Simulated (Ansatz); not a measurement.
The pair A = H2O (SMILES O) (first 3 atoms), B = ClH3Si (SMILES [SiH3]Cl); geometry from B3LYP-D3(BJ)/def2-TZVP.
(charge 0, multiplicity 1):
```xyz
8

O      0.194    -0.243    -0.153
H      1.118    -0.325    -0.410
H      0.136     0.600     0.313
Si    -0.269    -1.063     2.933
Cl     0.009     1.002     2.914
H     -0.498    -1.434     4.345
H      0.958    -1.706     2.434
H     -1.446    -1.390     2.115
```

Cores are frozen in the correlated methods. MP2 and its Hartree–Fock in aug-cc-pV(Q+d)Z, aug-cc-pV(T+d)Z are density fitted.

The values were computed with Ansatz (a program for electronic structure) with Gaussian orbitals. Values without a source in brackets are computed.

The counterpoise-corrected interaction energy is E(AB) − E(A in the pair's basis) − E(B in the pair's basis). Total energies (hartree):

| level | AB | A in the pair's basis | B in the pair's basis |
|---|---|---|---|
| HF/aug-cc-pV(T+d)Z | -826.3240744 | -76.0602053 | -750.2629142 |
| MP2/aug-cc-pV(T+d)Z | -826.9233872 | -76.3292459 | -750.5897396 |
| HF/aug-cc-pV(Q+d)Z | -826.3361214 | -76.0655036 | -750.2696310 |
| MP2/aug-cc-pV(Q+d)Z | -826.9786421 | -76.3519169 | -750.6220291 |
| MP2/aug-cc-pV(D+d)Z | -826.7618479 | -76.2615447 | -750.4965211 |
| CCSD(T)/aug-cc-pV(D+d)Z | -826.8195976 | -76.2746082 | -750.5413155 |

Problem. Work out the counterpoise-corrected interaction energy at the basis-set limit: extrapolate the MP2 correlation part as X⁻³, take Hartree–Fock from the larger set, and add the CCSD(T) − MP2 difference of aug-cc-pV(D+d)Z.

Solution. 
1. Differences (1 hartree = 627.509 kcal/mol): HF/aug-cc-pV(T+d)Z -0.599; MP2/aug-cc-pV(T+d)Z -2.762; HF/aug-cc-pV(Q+d)Z -0.619; MP2/aug-cc-pV(Q+d)Z -2.947; MP2/aug-cc-pV(D+d)Z -2.373; CCSD(T)/aug-cc-pV(D+d)Z -2.305.
2. Correlation parts, MP2 less HF: -2.163 in aug-cc-pV(T+d)Z (X = 3), -2.328 in aug-cc-pV(Q+d)Z (X = 4).
3. Limit (4³·(-2.328) − 3³·(-2.163))/(4³ − 3³) = -2.448; with HF/aug-cc-pV(Q+d)Z it gives -3.067.
4. CCSD(T) less MP2 in aug-cc-pV(D+d)Z: 0.068.
Result: -3.00 kcal/mol, against -2.76 at MP2/aug-cc-pV(T+d)Z. It is an estimate of this method's limit, not of the exact value.
